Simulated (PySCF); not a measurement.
Geometry (Å), atoms numbered from 1 in this order:
```xyz
21

C     1.8345    1.1882    0.7752
O     0.5460    1.0665    0.2371
C     0.1153   -0.2080   -0.2077
C     0.1780   -1.2558    0.9013
C     0.9280   -0.6691   -1.4177
F     2.1729   -1.1321   -1.0603
C    -1.3169    0.0258   -0.7027
C    -2.2096    0.6713    0.3350
Cl   -3.8389    0.9807   -0.3367
H     1.9713    0.5812    1.6883
H     1.9616    2.2451    1.0476
H     2.6247    0.9100    0.0581
H    -0.3310   -2.1784    0.5856
H     1.2173   -1.5178    1.1402
H    -0.3088   -0.8841    1.8140
H     1.0546    0.1804   -2.1093
H     0.3985   -1.4841   -1.9395
H    -1.2810    0.6868   -1.5842
H    -1.7577   -0.9291   -1.0284
H    -2.3499    0.0332    1.2174
H    -1.7923    1.6323    0.6579
```

Geometry: PBE0-D3(BJ)/def2-SVP; GIAO absolute shieldings from PySCF 2.14.0 with density-fitted response routines, gas phase, non-relativistic, averaged over equivalent atoms.

At PBE0/pcSseg-1 (220 basis functions, 50 s wall time on 1 thread of an Arm Neoverse V2, shared host):
```tsv
atoms	σ (ppm)
C5	90.5
C3	110.0
C1	131.2
C8	139.5
C7	141.3
C4	169.3
O2	282.0
F6	415.0
Cl9	869.7
H16	26.76
H17	27.15
H21	27.64
H10/H11/H12	27.87
H20	27.97
H18	29.92
H13/H14/H15	30.02
H19	30.24
```

**Question.** Estimate the result of repeating the calculation with B3LYP/pcSseg-1.

**Answer.** 
| atoms | σ at B3LYP/pcSseg-1 | change |
| --- | --- | --- |
| C5 | 83.3 | -7.2 |
| C3 | 103.0 | -7.0 |
| C1 | 125.2 | -6.0 |
| C8 | 132.8 | -6.7 |
| C7 | 134.2 | -7.1 |
| C4 | 163.7 | -5.6 |
| O2 | 275.1 | -6.9 |
| F6 | 410.2 | -4.8 |
| Cl9 | 850.6 | -19.1 |
| H16 | 26.85 | +0.09 |
| H17 | 27.21 | +0.06 |
| H21 | 27.73 | +0.09 |
| H10/H11/H12 | 27.94 | +0.07 |
| H20 | 28.06 | +0.09 |
| H18 | 30.03 | +0.11 |
| H13/H14/H15 | 30.12 | +0.10 |
| H19 | 30.32 | +0.08 |

The largest change is at Cl9 (chlorine bonded to C). Cost: 220 basis functions, 34 s wall time on 1 thread of an Arm Neoverse V2, shared host. The order of the carbon signals is the same at both levels.

Carbons that carry Cl, above all several Cl atoms, come out too deshielded, partly because spin–orbit coupling is missing.
